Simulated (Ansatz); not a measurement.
Consider the cleavage of the Si–Si bond: `[SiH3][SiH]1CS1` + dimethylamine → `CN(C)[SiH3]` + `C1[SiH2]S1`.

Program: Ansatz. Geometries: PBE0-D4/def2-TZVP. ΔE: electronic, gas phase. CCSD(T)/CBS is the MP2 limit (def2-TZVPP, def2-QZVPP) plus CCSD(T) − MP2 in def2-TZVPP, frozen cores. Functionals use def2-TZVPP. B3LYP here is the variant with VWN-RPA as its local correlation; programs differ in this.

```
             level  ΔE (kJ/mol)  difference from CCSD(T)/CBS
       LDA (SPW92)        -24.4                         10.3
            PBE-D4        -16.8                         17.9
         revPBE-D4        -20.1                         14.6
           BLYP-D4        -31.6                          3.1
         r2SCAN-D4        -28.5                          6.2
            B97M-V        -28.7                          6.0
           PBE0-D4        -21.8                         12.9
          B3LYP-D4        -34.2                          0.5
        r2SCANh-D4        -29.5                          5.2
        r2SCAN0-D4        -31.0                          3.7
      CAM-B3LYP-D4        -39.9                         -5.2
           ωB97X-V        -34.2                          0.5
           ωB97M-V        -39.4                         -4.7
          PBE-QIDH        -31.7                          3.0
               PBE        -15.4                         19.3
            revPBE        -12.0                         22.7
              BLYP        -27.7                          7.0
            r2SCAN        -28.2                          6.5
             B3LYP        -32.1                          2.6
           r2SCANh        -29.2                          5.5
           r2SCAN0        -30.7                          4.0
             BHLYP        -39.9                         -5.2
         CAM-B3LYP        -39.3                         -4.6
           LC-ωPBE        -29.9                          4.8
RPA@PBE/def2-TZVPP        -37.2                         -2.5
       HF/def2-SVP        -43.6                         -8.9
      MP2/def2-SVP        -41.3                         -6.6
     CCSD/def2-SVP        -36.6                         -1.9
  CCSD(T)/def2-SVP        -35.6                         -0.9
     HF/def2-TZVPP        -45.9                        -11.2
    MP2/def2-TZVPP        -42.4                         -7.7
SCS-MP2/def2-TZVPP        -44.0                         -9.3
   CCSD/def2-TZVPP        -37.1                         -2.4
CCSD(T)/def2-TZVPP        -35.2                         -0.5
     HF/def2-QZVPP        -47.2                        -12.5
    MP2/def2-QZVPP        -42.6                         -7.9
SCS-MP2/def2-QZVPP        -44.0                         -9.3
      HF/CBS(def2)        -47.4                        -12.7
     MP2/CBS(def2)        -41.9                         -7.2
    CCSD/CBS(def2)        -36.5                         -1.8
       CCSD(T)/CBS        -34.7                            0
```

Largest T1 diagnostic among the species: 0.013.

From PBE to PBE0 (25 % exact exchange), in def2-TZVPP and without D4, ΔE moves by −5.5 kJ/mol. Leaving LDA and LC-ωPBE aside and taking each functional with its dispersion term where it has one, the values spread over 23.2 kJ/mol, from CAM-B3LYP-D4 to PBE-D4. LDA lies −9.0 kJ/mol from PBE without D4.
